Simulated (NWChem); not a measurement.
The numbers come from NWChem runs, not from measurements. System: Cl3Pb (-1), charge -1, spin multiplicity 1, at a geometry optimised with PBE/def2-SVP with def2 effective core potentials on Pb. The structure started from a generated list of species. Level: B3LYP/def2-TZVPD with def2 effective core potentials on Pb, VWN1-RPA local correlation.

Job file:

```
start mol
memory heap 200 mb stack 900 mb global 1100 mb
charge -1
geometry units angstroms nocenter noautoz
  Pb     0.000485     0.445798     0.000000
  Cl     1.171035    -0.718050     2.029642
  Cl     1.171035    -0.718050    -2.029642
  Cl    -2.344412    -0.714218     0.000000
  symmetry group Cs
end
basis spherical
  * library def2-tzvpd
end
ecp
  Pb library def2-ecp
end
dft
  xc b3lyp
  semidirect memsize 60000000 filesize 0
  iterations 100
end
task dft energy
```

NWChem printed:

```
             Northwest Computational Chemistry Package (NWChem) 7.3.0
             --------------------------------------------------------

                                NWChem Input Module
                                -------------------

 Scaling coordinates for geometry "geometry" by  1.889725989
 (inverse scale =  0.529177249)

 Turning off AUTOSYM since
 SYMMETRY directive was detected!

                             Geometry "geometry" -> ""
                             -------------------------

 Output coordinates in angstroms (scale by  1.889725989 to convert to a.u.)

  No.       Tag          Charge          X              Y              Z
 ---- ---------------- ---------- -------------- -------------- --------------
    1 Pb                  82.0000     0.00048500     0.44579800     0.00000000
    2 Cl                  17.0000     1.17103500    -0.71805000     2.02964200
    3 Cl                  17.0000     1.17103500    -0.71805000    -2.02964200
    4 Cl                  17.0000    -2.34441200    -0.71421800     0.00000000

 Effective nuclear repulsion energy (a.u.)     958.9347495580

            Nuclear Dipole moment (a.u.)
            ----------------------------
        X                 Y               Z
 ---------------- ---------------- ----------------
    -0.0000831479     0.0000566918     0.0000000000

      Symmetry information
      --------------------

 Group name             Cs
 Group number              2
 Group order               2
 No. of unique centers     3

      Symmetry unique atoms

     1    2    4


 Summary of "ao basis" -> "" (spherical)
 ------------------------------------------------------------------------------
       Tag                 Description            Shells   Functions and Types
 ---------------- ------------------------------  ------  ---------------------
 *                         def2-tzvpd                 on all atoms

                                 NWChem DFT Module
                                 -----------------

 Summary of "ao basis" -> "ao basis" (spherical)
 ------------------------------------------------------------------------------
       Tag                 Description            Shells   Functions and Types
 ---------------- ------------------------------  ------  ---------------------
 Pb                        def2-tzvpd               18       56   7s5p4d2f
 Cl                        def2-tzvpd               16       46   6s6p3d1f

 Summary of "ao basis" -> "ao basis" (spherical)
 ------------------------------------------------------------------------------
       Tag                 Description            Shells   Functions and Types
 ---------------- ------------------------------  ------  ---------------------
 Pb                        def2-tzvpd               18       56   7s5p4d2f
 Cl                        def2-tzvpd               16       46   6s6p3d1f

      Symmetry analysis of basis
      --------------------------

        a'        114
        a"         80

            General Information
            -------------------
          SCF calculation type: DFT
          Wavefunction type:  closed shell.
          No. of atoms     :     4
          No. of electrons :    74
           Alpha electrons :    37
            Beta electrons :    37
          Charge           :    -1
          Spin multiplicity:     1
          Use of symmetry is: on ; symmetry adaption is: on
          Maximum number of iterations: 100
          AO basis - number of functions:   194
[...]
 d= 0,ls=0.0,diis     3  -1573.8578687369 -1.00D-01  2.27D-03  3.45D-01    16.8
 d= 0,ls=0.0,diis     4  -1573.9034603002 -4.56D-02  4.69D-04  1.36D-02    18.8
 d= 0,ls=0.0,diis     5  -1573.9045582935 -1.10D-03  1.57D-04  1.20D-03    20.9
  Resetting Diis
 d= 0,ls=0.0,diis     6  -1573.9047192529 -1.61D-04  3.04D-05  9.64D-05    23.1
 d= 0,ls=0.0,diis     7  -1573.9047267745 -7.52D-06  1.07D-05  1.95D-06    25.8
 d= 0,ls=0.0,diis     8  -1573.9047266784  9.60D-08  6.24D-06  2.92D-06    28.5

         Total DFT energy =    -1573.904726678426
      One electron energy =    -2935.725703657567
           Coulomb energy =     1123.048532528047
    Exchange-Corr. energy =     -101.203178067964
 Nuclear repulsion energy =      339.975622519058

 Numeric. integr. density =       73.999999432351

     Total iterative time =     25.6s

                  Occupations of the irreducible representations
                  ----------------------------------------------

                     irrep           alpha         beta
                     --------     --------     --------
                     a'               23.0         23.0
                     a"               14.0         14.0

                       DFT Final Molecular Orbital Analysis
                       ------------------------------------

 Vector   35  Occ=2.000000D+00  E=-1.422370D-01  Symmetry=a'
              MO Center= -6.5D-01, -6.7D-01,  3.6D-16, r^2= 6.4D+00
   Bfn.  Coefficient  Atom+Function         Bfn.  Coefficient  Atom+Function
  ----- ------------  ---------------      ----- ------------  ---------------
   164      0.275596  4 Cl px               165     -0.260323  4 Cl py
    72      0.218384  2 Cl px               118      0.218384  3 Cl px
   168     -0.192510  4 Cl py               167      0.189362  4 Cl px
    75      0.154946  2 Cl px               121      0.154946  3 Cl px
   161      0.133415  4 Cl px                73      0.129774  2 Cl py

 Vector   36  Occ=2.000000D+00  E=-1.396236D-01  Symmetry=a"
              MO Center= -7.2D-04, -7.0D-01,  5.5D-15, r^2= 6.8D+00
   Bfn.  Coefficient  Atom+Function         Bfn.  Coefficient  Atom+Function
  ----- ------------  ---------------      ----- ------------  ---------------
   166      0.304750  4 Cl pz                72      0.263927  2 Cl px
   118     -0.263927  3 Cl px               169      0.219588  4 Cl pz
    75      0.190173  2 Cl px               121     -0.190173  3 Cl px
    74     -0.152383  2 Cl pz               120     -0.152383  3 Cl pz
   163      0.149488  4 Cl pz                69      0.129463  2 Cl px

 Vector   37  Occ=2.000000D+00  E=-1.170639D-01  Symmetry=a'
              MO Center= -3.0D-04, -2.8D-01, -1.0D-14, r^2= 6.4D+00
   Bfn.  Coefficient  Atom+Function         Bfn.  Coefficient  Atom+Function
  ----- ------------  ---------------      ----- ------------  ---------------
     5      0.377324  1 Pb s                  3     -0.297230  1 Pb s
     6      0.270717  1 Pb s                 73     -0.225506  2 Cl py
   119     -0.225506  3 Cl py               165     -0.225241  4 Cl py
     2      0.179489  1 Pb s                 18      0.169620  1 Pb py
    76     -0.163969  2 Cl py               122     -0.163969  3 Cl py

 Vector   38  Occ=0.000000D+00  E= 7.621497D-02  Symmetry=a'
              MO Center=  1.1D-03,  1.0D+00, -3.2D-14, r^2= 6.8D+00
   Bfn.  Coefficient  Atom+Function         Bfn.  Coefficient  Atom+Function
  ----- ------------  ---------------      ----- ------------  ---------------
     7     -0.452305  1 Pb s                  6      0.443147  1 Pb s
     5      0.356602  1 Pb s                 18     -0.326561  1 Pb py
    12      0.294345  1 Pb py                21     -0.289997  1 Pb py
     3     -0.254263  1 Pb s                 15     -0.252786  1 Pb py
    42      0.228987  1 Pb d  2               2      0.151647  1 Pb s

 Vector   39  Occ=0.000000D+00  E= 9.919047D-02  Symmetry=a"
              MO Center=  2.0D-01,  5.4D-01,  4.0D-09, r^2= 9.7D+00
   Bfn.  Coefficient  Atom+Function         Bfn.  Coefficient  Atom+Function
  ----- ------------  ---------------      ----- ------------  ---------------
    19      0.484802  1 Pb pz                22      0.426418  1 Pb pz
    39      0.371374  1 Pb d -1              80      0.354996  2 Cl pz
   126      0.354996  3 Cl pz                13     -0.302404  1 Pb pz
    16      0.241646  1 Pb pz                79     -0.166816  2 Cl py
   125      0.166816  3 Cl py                76     -0.147217  2 Cl py

 Vector   40  Occ=0.000000D+00  E= 9.919055D-02  Symmetry=a'
              MO Center= -2.0D-01,  5.4D-01, -4.0D-09, r^2= 9.7D+00
   Bfn.  Coefficient  Atom+Function         Bfn.  Coefficient  Atom+Function
  ----- ------------  ---------------      ----- ------------  ---------------
    17      0.484805  1 Pb px                20      0.426446  1 Pb px
   170      0.427767  4 Cl px                38      0.371330  1 Pb d -2
    11     -0.302403  1 Pb px                14      0.241645  1 Pb px
    78      0.209784  2 Cl px               124      0.209784  3 Cl px
   171      0.192000  4 Cl py               168      0.169788  4 Cl py

 center of mass
 --------------
 x =   0.00011458 y =   0.10582434 z =   0.00000000

 moments of inertia (a.u.)
 ------------------
        1365.408180911777           0.755072558598           0.000000000000
           0.755072558598        2057.682982686039           0.000000000000
           0.000000000000           0.000000000000        1365.410882974722

     Multipole analysis of the density
     ---------------------------------

     L   x y z        total         alpha         beta         nuclear
     -   - - -        -----         -----         ----         -------
     0   0 0 0     -1.000000    -37.000000    -37.000000     73.000000

     1   1 0 0      0.002359      0.028717      0.028717     -0.055074
     1   0 1 0      2.167416     26.356761     26.356761    -50.546107
     1   0 0 1      0.000000      0.000000      0.000000      0.000000

     2   2 0 0    -67.212569   -283.690661   -283.690661    500.168752
     2   1 1 0      0.014475      0.220393      0.220393     -0.426311
     2   1 0 1      0.000000      0.000000      0.000000      0.000000
     2   0 2 0    -53.935859    -81.559273    -81.559273    109.182688
     2   0 1 1     -0.000000     -0.000000     -0.000000      0.000000
     2   0 0 2    -67.212536   -283.690020   -283.690020    500.167503

 Task  times  cpu:       28.5s     wall:       28.5s

 Total times  cpu:       28.6s     wall:       28.6s
```
